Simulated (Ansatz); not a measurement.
Consider the hydrogenolysis of the Si–S bond: `S[SiH](Cl)[SeH]` + H₂ → `Cl[SiH2][SeH]` + H₂S.

Program: Ansatz. Geometries: PBE0-D4/def2-TZVP. ΔE: electronic, gas phase. CBS: MP2 limit from def2 TZ/QZ plus the TZ coupled-cluster correction, frozen cores. This one scheme is used for every species. DFT in def2-TZVPP. HSE06 is defined as in plane-wave codes. For Se outer-core shells are correlated without core-valence functions, which leaves a few kJ/mol of doubt a bond. Scalar relativity is left out up to krypton. One conformer a species, not always the lowest.

```
             level  ΔE (kJ/mol)  difference from CCSD(T)/CBS
       LDA (SPW92)         52.1                          4.3
            PBE-D4         55.0                          7.2
         revPBE-D4         59.7                         11.9
         r2SCAN-D4         53.2                          5.4
        r2SCAN0-D4         49.5                          1.7
          HSE06-D4         50.4                          2.6
      CAM-B3LYP-D4         39.5                         -8.3
          PBE-QIDH         47.1                         -0.7
              BLYP         34.4                        -13.4
            r2SCAN         51.3                          3.5
           r2SCANh         49.6                          1.8
RPA@PBE/def2-TZVPP         35.4                        -12.4
     CCSD/def2-SVP         25.3                        -22.5
     HF/def2-TZVPP         16.3                        -31.5
   CCSD/def2-TZVPP         35.2                        -12.6
    CCSD/CBS(def2)         41.2                         -6.6
       CCSD(T)/CBS         47.8                            0
```

Largest T1 diagnostic among the species: 0.010.

In def2-TZVPP, CCSD(T) changes the Hartree–Fock value by +25.5 kJ/mol (the triples alone add +6.6 kJ/mol) and MP2 by +37.5 kJ/mol. Leaving LDA and LC-ωPBE aside and taking each functional with its dispersion term where it has one, the values spread over 20.3 kJ/mol, from CAM-B3LYP-D4 to revPBE-D4. LDA lies +5.3 kJ/mol from PBE without D4. The D4 term adds +13.6 kJ/mol with B3LYP and +7.3 kJ/mol with PBE0; it sums over pairs of atoms, weighted by their polarisabilities, and B3LYP, whose exchange is more repulsive, gets the larger term.

CCSD(T)/CBS has its own doubt, a few kJ/mol and more with outer-core shells, so smaller differences from it don't rank the levels.

B3LYP here is the variant with VWN-RPA as its local correlation; programs differ in this.
